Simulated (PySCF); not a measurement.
**Two-component Hartree-Fock for Tb⁴⁸⁺ (terbium, charge +48)**

Start: [Ne] 3s2 3p5; 3p1/2 filled at m_j = +1/2; 3p3/2 filled at m_j = -3/2, -1/2, +1/2, +3/2. Calculated with PySCF 2.14 in an uncontracted even-tempered set (18 s from 12 bohr⁻², ratio 2.4; 14 p from 16 bohr⁻², ratio 2.4; 4 d from 59 bohr⁻², ratio 2.6; 4 f from 88 bohr⁻², ratio 2.6): generalised Hartree-Fock with the X2C-1e Hamiltonian and a Gaussian nucleus; one run each with spin-orbit coupling (SO) screened by Boettger's factors, then bare. This is a chosen level, not necessarily the ground level.

```tsv
spinor shell	electrons	ε, screened SO (eV)	ε, bare SO (eV)	weight of nominal j (bare SO)	rms radius, bare SO (bohr)
1s1/2	2	-55459.7	-55459.3	1.000	0.0245
2s1/2	2	-11873.8	-11873.7	1.000	0.0977
2p1/2	2	-11444.2	-11463.7	1.000	0.0833
3s1/2	2	-4608.6	-4608.6	1.000	0.236
3p1/2	1	-4448.7	-4453.6	1.000	0.225
3p3/2	4	-4249.3	-4247.5	1.000	0.236
```

Question: Where does 2p3/2 lie, and what is the 2p spin-orbit splitting (bare SO)?

Answer: At -10677.4 eV, 786.33 eV above 2p1/2.

```csv
quantity,screened SO,bare SO
E (hartree),-9526.89718,-9527.26359
M_J,1/2,1/2
⟨J²⟩,0.750,0.751
⟨L²⟩,2.023,2.024
⟨S²⟩,0.772,0.773
```

Each row is a mean over spinors that exchange with the open shell spreads, by up to 16.992 eV (2p1/2).

Breit and QED terms are absent; they matter most for the inner s and p1/2 levels.

Densities and radii are taken from the X2C orbitals without a picture-change correction, which distorts them close to the nucleus.
